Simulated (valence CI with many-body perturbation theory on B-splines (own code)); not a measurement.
Values are calculated unless marked as measured or tabulated.
Ce XLIV: what the settings do

Level of theory: relativistic CI+MBPT: five valence electrons over a frozen Dirac-Fock core [Ne], radial functions for each j: 6 s, 6 p, 5 d, 3 f, 1 g, with the one-electron correlation potential Σ1, the two-electron term Σ2, the three-electron term Σ3, Breit, model QED; selected CI, second order for the rest, scaled by the run's own slope (own B-spline code, finite nucleus).

No measured spectrum was set against this ion. As an estimate, large intervals hold to a few tenths of a per cent, small ones and those within an open d or f shell to about a per cent. Among the levels kept, up to 730 cm⁻¹ of a level comes from second order outside the variational space, and about a tenth of that is noise between levels of different J, which matters for small intervals.

The reference run has the lowest level (3s^2 3p1/2^2 3p3/2) J=3/2 and an ionisation energy of 3367.95 eV. Its largest variational space holds 10000 state functions.

Levels are named by their leading jj configuration (3d3/2^4 stands for four electrons in 3d with j = 3/2), which in mixed levels can hold well under half, so a name can repeat and another be missing. Letters in brackets count levels of one name in rising energy.

Changed runs:
A. factor on the speed of light 1 → 100; QED terms on → off; highest l with Σ1, explicit Σ2 and valence Breit (higher l get mean screening factors) 3 → 1
B. selection threshold (hartree) 2e-08 → 2e-07
C. Breit term on → off; QED terms on → off
D. closed core [Ne] → [Ne] 3s1 (bad on purpose)

Excitation energies of the reference run in cm⁻¹, and shifts in cm⁻¹:

```csv
Level,Reference,B,C
(3s^2 3p1/2 3p3/2^2) J=3/2,822585,0,+10448
(3s^2 3p1/2 3p3/2^2) J=5/2,894892,0,+12643
(3s^2 3p1/2 3p3/2^2) J=1/2,984279,+0.7,+10058
(3s^2 3p1/2^2 3d3/2) J=3/2,1347850,0,+6381
(3s^2 3p1/2^2 3d5/2) J=5/2,1596290,0,+13823
(3s 3p1/2^2 3p3/2^2) J=5/2,1809180,0,+14629
(3s^2 3p3/2^3) J=3/2,1817450,0,+21355
(3s 3p1/2^2 3p3/2^2) J=1/2,1966410,0,+13118
(3s 3p1/2^2 3p3/2^2) J=3/2,1970380,0,+14313
(3s^2 3p1/2 3p3/2 3d3/2) J=5/2 [a],2163440,0,+18979
(3s^2 3p1/2 3p3/2 3d3/2) J=3/2 [a],2174750,0,+17786
(3s^2 3p1/2 3p3/2 3d3/2) J=1/2 [a],2178350,0,+16300
Ionisation energy (eV),3367.95,+9e-05,+2.36
```

Run A ends with another lowest level, (3s^2 3p1/2 3p3/2^2) J=3/2, and an ionisation energy of 3350.69 eV.

Run D: It gave no result: the perturbation theory needs a core of closed shells. The program said: "the core must hold closed shells only".
